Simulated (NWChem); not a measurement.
C₂H₅FOSi; SMILES C=C[SiH](O)F

```xyz
10

Si     0.0030    -0.5201    -0.3964
O      0.8580    -1.6732     0.4273
F     -1.5147    -0.4265     0.1567
C      0.7274     1.1791    -0.1900
C      0.0195     2.2083     0.2959
H     -0.0347    -1.0049    -1.7909
H      1.0907    -1.4631     1.3430
H      1.7667     1.3531    -0.4766
H      0.4422     3.2047     0.4173
H     -1.0208     2.0926     0.5926
```
Atoms are numbered in this order, from 1.

Results from NWChem. Geometry: optimised at B3LYP/6-31G* (spherical d). Level M06-2X/def2-SVP: energy and gradient on several grids; changes count from the extra-fine grid, which is no exact limit either.

Q: Which is the coarsest grid (xfine; fine; xcoarse; medium; coarse) from which on the energy stays within 50 μHa and each gradient component within 100 μHa/bohr of xfine?

A: fine.
```
grid     size of the energy change (μHa)  largest change of a gradient component (μHa/bohr)  time, medium = 1 (rough)
-------  -------------------------------  -------------------------------------------------  ------------------------
xcoarse                            20000                                               4000                   about 1
coarse                               600                                                700                   about 1
medium                                40                                                500                   about 1
fine                                < 10                                               < 30                   about 1
xfine                               < 10                                               < 30                         4
```
